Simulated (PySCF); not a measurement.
Compound: C6H9NSi.
InChI=1S/C6H9NSi/c1-3-5-6-7-8-4-2/h2-3,5-6H,8H2,1H3/b5-3-,7-6-

Torsions of this conformer, `[CH:1]#[C:2][SiH2:3]/[N:4]=[CH:5]\[CH:6]=[CH:7]/[CH3:8]`: C2–Si3–N4–C5 -121°, N4–C5–C6–C7 180°.

The closed-shell ground state was solved at several levels (PySCF, density fitting, gas phase, non-relativistic). The structure is a single PBE0-D3(BJ)/def2-SVP conformer in the gas phase; no vibrational or solvent corrections.

```csv
level,basis functions,total energy (Eh),HOMO (eV),LUMO (eV),gap (eV),dipole (D)
CAM-B3LYP/def2-SVPD,236,-577.7666,-8.29,-0.55,7.74,3.12
CAM-B3LYP/pcSseg-1,188,-578.0198,-8.27,-0.50,7.77,3.12
```

Problem. What might PBE0/pcSseg-1 (188 basis functions) give for the same quantities?

Solution. Total energy -577.6924 Eh, HOMO -6.89 eV, LUMO -1.66 eV, gap 5.23 eV, dipole 3.15 D.

Problem. Over all these levels, which gives the widest orbital gap and which the narrowest?

Solution. CAM-B3LYP/pcSseg-1 (range-separated hybrid) has the widest, 7.77 eV, and PBE0/pcSseg-1 (global hybrid, 25 % exact exchange) the narrowest, 5.23 eV. The two share the basis. From the narrowest to the widest the HOMO moves by -1.38 eV and the LUMO by +1.16 eV.

Problem. How far do the dipole and the HOMO energy spread over the levels?

Solution. The dipole runs from 3.12 to 3.15 D (mean 3.13 D) and the HOMO from -8.29 to -6.89 eV.
